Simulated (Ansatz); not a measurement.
One change: `O[SiH2]C(O)[SiH3]` becomes `OC([SiH3])BF`.

Ansatz, PBE0-D4/def2-TZVP geometries, multiplicity 1. Each molecule was computed in one conformer, which needn't be the lowest.

```
                                          property  `O[SiH2]C(O)[SiH3]`
size of the dipole moment (ωB97M-V/def2-TZVPP) / D                 2.08
  size of the dipole moment (B3LYP/def2-TZVPP) / D                 2.07
             LUMO energy (ωB97M-V/def2-TZVPP) / eV                 1.55
    size of the dipole moment (PBE/def2-TZVPP) / D                 2.02
               LUMO energy (B3LYP/def2-TZVPP) / eV                -0.38
             HOMO energy (ωB97M-V/def2-TZVPP) / eV               -10.18
```

**Question.** What does the change do to each property? (Estimate.)

**Answer.** Computed: 
| property | `OC([SiH3])BF` | shift |
| --- | --- | --- |
| size of the dipole moment (ωB97M-V/def2-TZVPP) / D | 2.50 | 0.42 |
| size of the dipole moment (B3LYP/def2-TZVPP) / D | 2.54 | 0.47 |
| LUMO energy (ωB97M-V/def2-TZVPP) / eV | 1.16 | -0.39 |
| size of the dipole moment (PBE/def2-TZVPP) / D | 2.39 | 0.37 |
| LUMO energy (B3LYP/def2-TZVPP) / eV | -0.99 | -0.61 |
| HOMO energy (ωB97M-V/def2-TZVPP) / eV | -10.15 | 0.03 |

Dipoles are sizes alone; their direction can turn.

B3LYP here is the variant with VWN-RPA as its local correlation; programs differ in this.
